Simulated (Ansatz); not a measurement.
GeH4Se3 (`[SeH][GeH]([SeH])[SeH]`). The species carries charge 0 and has multiplicity 1. All single points use the PBE0-D4/def2-TZVP geometry. It is one conformer, not always the lowest.

```xyz
8

Se    2.248   -0.018    0.544
Ge   -0.010   -0.023   -0.104
Se   -0.906    2.092    0.393
Se   -1.134   -1.609    1.216
H     2.642    0.831   -0.590
H    -0.155   -0.347   -1.602
H    -2.148    1.812   -0.343
H    -0.537   -2.738    0.486
```

(1) What is the dipole moment at B3LYP/def2-TZVPP? (Best estimate.)

(2) And with PBE, r2SCAN, ωB97M-V? (An estimate is asked.)

(3) Give the Mulliken charges with B3LYP, r2SCAN, PBE in def2-TZVPP. (An estimate is asked.)

## Answers

(1) Ansatz gave: 1.59 D, with components (-0.15, -0.33, -1.55) D in this frame, pointing from negative to positive charge.

(2) The calculation gave: PBE 1.54 D, r2SCAN 1.68 D, ωB97M-V 1.67 D.

(3) Ansatz gave: 
| atom | B3LYP | r2SCAN | PBE |
| --- | --- | --- | --- |
| Se1 | -0.21 | -0.23 | -0.21 |
| Ge2 | 0.41 | 0.44 | 0.40 |
| Se3 | -0.21 | -0.23 | -0.21 |
| Se4 | -0.21 | -0.23 | -0.21 |
| H5 | 0.06 | 0.08 | 0.07 |
| H6 | 0.03 | 0.02 | 0.02 |
| H7 | 0.06 | 0.08 | 0.07 |
| H8 | 0.06 | 0.08 | 0.07 |

B3LYP here is the variant with VWN-RPA as its local correlation; programs differ in this.
